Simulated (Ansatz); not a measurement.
Stretching the Sb1–Br4 bond in BrH2Sb (SMILES [Br][SbH2]) (multiplicity 1 held, fragments rigid). Energies count from the point at 2.546 Å.
Geometry at that point (charge 0, multiplicity 1):
```xyz
4

Sb    -0.59846    -0.60746     0.54115
H     -0.27152    -1.97207    -0.44923
H     -1.98548    -0.24329    -0.40408
Br     0.93653     0.94846    -0.76415
```

R- and RO- levels are restricted; in cc, def2 and unpolarised 6-31G sets they are followed outwards from rest. Active spaces are followed from a long bond inwards. Levels need not reach the same state.

Correlated levels freeze the cores. Filled d and f shells under p-block atoms count as core.

Codes used: Ansatz (Gaussian basis) for Hartree–Fock, density functionals and correlated methods. Values without a source in brackets are computed. In def2 rows elements past Kr take small-core potentials, without spin–orbit coupling.

Question: Predict the energy at R = 8.146 Å from FIC-MRCISD+Q on CASSCF(6,4)/def2-SVP.

Answer: 2.47 eV

Question: Give the energy at R = 8.146 Å at the level SC-NEVPT2 on CASSCF(6,4)/def2-SVP.

Answer: 2.66 eV

Question: What is the computed energy at R = 8.146 Å (R-HF/def2-SVP)?

Answer: 5.50 eV

Doubts at one or more of the structures used: a restricted determinant that unrestricted orbitals would lower (R-HF/def2-SVP); active orbitals that take no part (SC-NEVPT2 on CASSCF(6,4)/def2-SVP, FIC-MRCISD+Q on CASSCF(6,4)/def2-SVP).

Ansatz is a first-principles code.
